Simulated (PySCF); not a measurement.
A GIAO shielding run with PySCF 2.14 (density fitting, non-relativistic, gas phase) on `InChI=1S/C9H18Se/c1-3-9-6-4-5-7-10-8(9)2/h8-9H,3-7H2,1-2H3/t8-,9-/m1/s1`:

```
{"job": {"kind": "nmr", "xc": "KT2", "basis": "pcSseg-1", "pop": false}, "charge": 0, "multiplicity": 1}
C     -3.056426    -0.937138     0.943725
C     -2.060726     0.213255     0.911864
C     -0.943136     0.076630    -0.125804
C     -0.204571    -1.256674     0.050070
C      1.121841    -1.451505    -0.696167
C      2.377784    -1.142286     0.121339
C      2.672166     0.320615     0.403067
Se     1.278964     1.311071     1.349638
C     -0.008221     1.293977    -0.145978
C     -0.718761     2.635936    -0.224935
H     -3.484690    -1.124576    -0.054813
H     -2.600634    -1.876469     1.290085
H     -3.892219    -0.711988     1.623246
H     -1.592527     0.330758     1.906283
H     -2.614392     1.146192     0.723086
H     -1.419202     0.067761    -1.128062
H     -0.022076    -1.407162     1.128398
H     -0.897268    -2.057893    -0.249104
H      1.129946    -0.877347    -1.639947
H      1.190982    -2.506907    -1.003631
H      2.314296    -1.687286     1.078599
H      3.255524    -1.555840    -0.407488
H      3.569317     0.418389     1.032794
H      2.872278     0.873939    -0.528619
H      0.642832     1.205526    -1.028846
H     -0.002095     3.442585    -0.433413
H     -1.238534     2.889650     0.711049
H     -1.472448     2.623988    -1.030218
```

Hardware: 1 thread of an Arm Neoverse N1, shared host.

Question: How large is the calculation?

Answer: 106 electrons, 284 basis functions and 1534 auxiliary functions.

Question: How long does it take?

Answer: 3 min of wall time, with 13 SCF cycles. Times on a shared host scatter by some tens of per cent.

Question: And these other runs on the same molecule and hardware: GIAO shielding at PBE0/pcSseg-1?

Answer: PBE0/pcSseg-1: 284 functions, 2.5 min.
